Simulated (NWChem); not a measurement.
System: silicon monosulfide (SiS, singlet); SMILES [Si]=S

The following NWChem deck was run.

```
start job
memory heap 200 mb stack 900 mb global 1100 mb
geometry units angstroms noautosym nocenter noautoz
  Si     0.000000     0.000000     1.031651
  S      0.000000     0.000000    -0.898310
end
basis spherical
  * library 6-31+g*
end
dft
  xc xcamb88 1.00 lyp 1.0 hfexch 1.00
  cam 0.33 cam_alpha 0.0 cam_beta 1.0
  iterations 150
end
property
  response 1 0.0
end
task dft property
```

Output (shortened):

```
             Northwest Computational Chemistry Package (NWChem) 7.3.0
             --------------------------------------------------------

                             Geometry "geometry" -> ""
                             -------------------------

 Output coordinates in angstroms (scale by  1.889725989 to convert to a.u.)

  No.       Tag          Charge          X              Y              Z
 ---- ---------------- ---------- -------------- -------------- --------------
    1 Si                  14.0000     0.00000000     0.00000000     1.03165100
    2 S                   16.0000     0.00000000     0.00000000    -0.89831000

 Effective nuclear repulsion energy (a.u.)      61.4187041997

                              NWChem Property Module
                              ----------------------

                                 NWChem DFT Module
                                 -----------------

 Summary of "ao basis" -> "ao basis" (spherical)
 ------------------------------------------------------------------------------
       Tag                 Description            Shells   Functions and Types
 ---------------- ------------------------------  ------  ---------------------
 Si                         6-31+g*                 10       22   5s4p1d
 S                          6-31+g*                 10       22   5s4p1d

            General Information
            -------------------
          SCF calculation type: DFT
          Wavefunction type:  closed shell.
          No. of atoms     :     2
          No. of electrons :    30
           Alpha electrons :    15
            Beta electrons :    15
          Charge           :     0
          Spin multiplicity:     1
          Use of symmetry is: off; symmetry adaption is: off
          Maximum number of iterations: 150
          AO basis - number of functions:    44
                     number of shells:    20
          Convergence on energy requested:  1.00D-06
          Convergence on density requested:  1.00D-05
          Convergence on gradient requested:  5.00D-04

              XC Information
              --------------
                     Hartree-Fock (Exact) Exchange  1.000
                   CAM-Becke88 Exchange Functional  1.000
              Lee-Yang-Parr Correlation Functional  1.000

           Range-Separation Parameters
           ---------------------------
           Alpha           :  0.00
           Beta            :  1.00
           Gamma           :  0.33
           Short-Range HF  :     F

             Grid Information
             ----------------
          Grid used for XC integration:  medium
          Radial quadrature: Mura-Knowles
          Angular quadrature: Lebedev.
          Tag              B.-S. Rad. Rad. Pts. Rad. Cut. Ang. Pts.
          ---              ---------- --------- --------- ---------
          Si                  1.10       88          12.0       590
          S                   1.00       88          12.0       590
          Grid pruning is: on
          Number of quadrature shells:   176
          Spatial weights used:  Erf1

      Superposition of Atomic Density Guess
      -------------------------------------

 Sum of atomic energies:        -686.27402881

      Non-variational initial energy
      ------------------------------

 Total energy =    -686.483870
 1-e energy   =   -1072.101957
 2-e energy   =     324.199383
 HOMO         =      -0.285726
 LUMO         =      -0.040644

   convergence    iter        energy       DeltaE   RMS-Dens  Diis-err
 ---------------- ----- ----------------- --------- --------- ---------
 d= 0,ls=0.0,diis     1   -687.1693036828 -7.49D+02  2.55D-02  3.49D-01
 d= 0,ls=0.0,diis     2   -687.1634463283  5.86D-03  1.38D-02  3.55D-01
 d= 0,ls=0.0,diis     3   -687.2246574339 -6.12D-02  1.81D-03  6.26D-03
 d= 0,ls=0.0,diis     4   -687.2258031478 -1.15D-03  2.89D-04  7.92D-05
 d= 0,ls=0.0,diis     5   -687.2258202455 -1.71D-05  1.21D-04  5.79D-06
  Resetting Diis
 d= 0,ls=0.0,diis     6   -687.2258221556 -1.91D-06  1.91D-05  5.93D-08
 d= 0,ls=0.0,diis     7   -687.2258221916 -3.60D-08  3.97D-06  3.57D-09

         Total DFT energy =     -687.225822191615
      One electron energy =    -1073.130402125340
           Coulomb energy =      370.585934187511
    Exchange-Corr. energy =      -46.100058453473
 Nuclear repulsion energy =       61.418704199687

 Numeric. integr. density =       30.000000115923

                       DFT Final Molecular Orbital Analysis
                       ------------------------------------

 Vector   13  Occ=2.000000D+00  E=-3.861822D-01
              MO Center= -1.0D-08,  1.2D-08, -4.7D-01, r^2= 2.0D+00
   Bfn.  Coefficient  Atom+Function         Bfn.  Coefficient  Atom+Function
  ----- ------------  ---------------      ----- ------------  ---------------
    30      0.453565  2 S  py                29     -0.399814  2 S  px
    34      0.229610  2 S  py                 8      0.217971  1 Si py
    33     -0.202400  2 S  px                 7     -0.192140  1 Si px
    26     -0.174639  2 S  py                25      0.153943  2 S  px
     4     -0.084635  1 Si py                12      0.084283  1 Si py

 Vector   14  Occ=2.000000D+00  E=-3.861822D-01
              MO Center=  2.8D-09,  2.5D-09, -4.7D-01, r^2= 2.0D+00
   Bfn.  Coefficient  Atom+Function         Bfn.  Coefficient  Atom+Function
  ----- ------------  ---------------      ----- ------------  ---------------
    29      0.453565  2 S  px                30      0.399814  2 S  py
    33      0.229610  2 S  px                 7      0.217971  1 Si px
    34      0.202400  2 S  py                 8      0.192140  1 Si py
    25     -0.174639  2 S  px                26     -0.153943  2 S  py
     3     -0.084635  1 Si px                11      0.084283  1 Si px

 Vector   15  Occ=2.000000D+00  E=-3.803529D-01
              MO Center=  6.3D-09, -1.4D-08,  4.7D-01, r^2= 3.2D+00
   Bfn.  Coefficient  Atom+Function         Bfn.  Coefficient  Atom+Function
  ----- ------------  ---------------      ----- ------------  ---------------
    31     -0.500308  2 S  pz                 9      0.463723  1 Si pz
    10      0.332783  1 Si s                  6      0.258492  1 Si s
    27      0.193971  2 S  pz                35     -0.184756  2 S  pz
     5     -0.179842  1 Si pz                 2     -0.124271  1 Si s
    13      0.092284  1 Si pz                32      0.076789  2 S  s

 Vector   16  Occ=0.000000D+00  E=-1.959186D-02
              MO Center= -5.8D-10,  6.7D-10,  8.2D-01, r^2= 4.5D+00
   Bfn.  Coefficient  Atom+Function         Bfn.  Coefficient  Atom+Function
  ----- ------------  ---------------      ----- ------------  ---------------
     8      0.381843  1 Si py                 7     -0.330225  1 Si px
    16      0.321479  1 Si py                12      0.314987  1 Si py
    15     -0.278021  1 Si px                11     -0.272407  1 Si px
    30     -0.260315  2 S  py                29      0.225125  2 S  px
    38     -0.222960  2 S  py                34     -0.215652  2 S  py

 Vector   17  Occ=0.000000D+00  E=-1.959186D-02
              MO Center= -3.1D-11, -3.0D-11,  8.2D-01, r^2= 4.5D+00
   Bfn.  Coefficient  Atom+Function         Bfn.  Coefficient  Atom+Function
  ----- ------------  ---------------      ----- ------------  ---------------
     7      0.381843  1 Si px                 8      0.330225  1 Si py
    15      0.321479  1 Si px                11      0.314987  1 Si px
    16      0.278021  1 Si py                12      0.272407  1 Si py
    29     -0.260315  2 S  px                30     -0.225125  2 S  py
    37     -0.222960  2 S  px                33     -0.215652  2 S  px

 Vector   18  Occ=0.000000D+00  E= 4.867176D-02
              MO Center= -8.1D-09,  9.5D-09, -2.2D-01, r^2= 1.3D+01
   Bfn.  Coefficient  Atom+Function         Bfn.  Coefficient  Atom+Function
  ----- ------------  ---------------      ----- ------------  ---------------
    14      4.953868  1 Si s                 36     -4.275259  2 S  s
    17     -2.138662  1 Si pz                39     -1.522872  2 S  pz
    10     -0.337874  1 Si s                 13     -0.318700  1 Si pz
    28     -0.238676  2 S  s                  9     -0.082657  1 Si pz
    35      0.065862  2 S  pz                24      0.065201  2 S  s

     Multipole analysis of the density
     ---------------------------------

     L   x y z        total         alpha         beta         nuclear
     -   - - -        -----         -----         ----         -------
     0   0 0 0     -0.000000    -15.000000    -15.000000     30.000000

     1   1 0 0      0.000000      0.000000      0.000000      0.000000
     1   0 1 0     -0.000000     -0.000000     -0.000000      0.000000
     1   0 0 1      0.824834      0.346131      0.346131      0.132572

     2   2 0 0    -18.955508     -9.477754     -9.477754      0.000000
     2   1 1 0      0.000000      0.000000      0.000000      0.000000
     2   1 0 1     -0.000000     -0.000000     -0.000000      0.000000
     2   0 2 0    -18.955508     -9.477754     -9.477754      0.000000
     2   0 1 1      0.000000      0.000000      0.000000      0.000000
     2   0 0 2    -20.257684    -59.787396    -59.787396     99.317108

 *** CALLING NEW AORESP DRIVER FOR CLOSED AND OPEN SHELLS ***
 Entering AOResponse driver routine

[...]

 DFT Linear Response polarizability / au
 Frequency  =       0.0000000 / au
              X              Y              Z
 -----------------------------------------------
 X      29.6091039     -0.0000000      0.0000001
 Y      -0.0000000     29.6091039     -0.0000001
 Z       0.0000001     -0.0000001     66.7219251
 -----------------------------------------------
 Eigenvalues =      29.6091039     29.6091039     66.7219251
 Isotropic   =      41.9800443
 Anisotropic =      37.1128212
 -----------------------------------------------

 Magnetic Dipole Response Matrix (nonzero elements):

 Exiting AOResponse driver routine
```

Level: LC-BLYP (range parameter 0.33 per bohr)/6-31+G* (spherical d). Low-valent species are run as closed-shell singlets; no triplet was tried in these runs. Coordinates come from a PBE0-D3(BJ)/def2-TZVP optimisation.
